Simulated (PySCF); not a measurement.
Mn (manganese, neutral) across methods

[Ar] 3d4 4s2 5s1, high-spin 6D determinant (an excited configuration). Computed with PySCF 2.14 in aug-cc-pVTZ-DK, with the spin-free X2C one-electron Hamiltonian (Gaussian nucleus).

```json
{"method": "PBE0", "E (hartree)": "-1157.907", "mean ε 4s α (eV)": "-11.005", "mean ε 4s β (eV)": "-9.996", "mean ε 5s α (eV)": "-1.995", "Σ⟨r²⟩ (bohr²)": "100.5", "⟨S²⟩": "8.753"}
{"method": "HSE06", "E (hartree)": "-1157.928", "mean ε 4s α (eV)": "-10.676", "mean ε 4s β (eV)": "-9.621", "mean ε 5s α (eV)": "-1.746", "Σ⟨r²⟩ (bohr²)": "99.92", "⟨S²⟩": "8.753"}
{"method": "LDA", "E (hartree)": "-1155.670", "mean ε 4s α (eV)": "-10.413", "mean ε 4s β (eV)": "-9.414", "mean ε 5s α (eV)": "-1.698", "Σ⟨r²⟩ (bohr²)": "98.09", "⟨S²⟩": "8.752"}
{"method": "PBE", "E (hartree)": "-1157.877", "mean ε 4s α (eV)": "-10.176", "mean ε 4s β (eV)": "-9.175", "mean ε 5s α (eV)": "-1.729", "Σ⟨r²⟩ (bohr²)": "98.71", "⟨S²⟩": "8.753"}
```

Question: Estimate the same row for r2SCAN.

Answer: E (hartree) = -1158.076; mean ε 4s α (eV) = -10.295; mean ε 4s β (eV) = -9.348; mean ε 5s α (eV) = -1.714; Σ⟨r²⟩ (bohr²) = 98.49; ⟨S²⟩ = 8.761.

The outer electron is Rydberg-like, and this basis confines it to a smaller radius and binds it less than a complete one would.
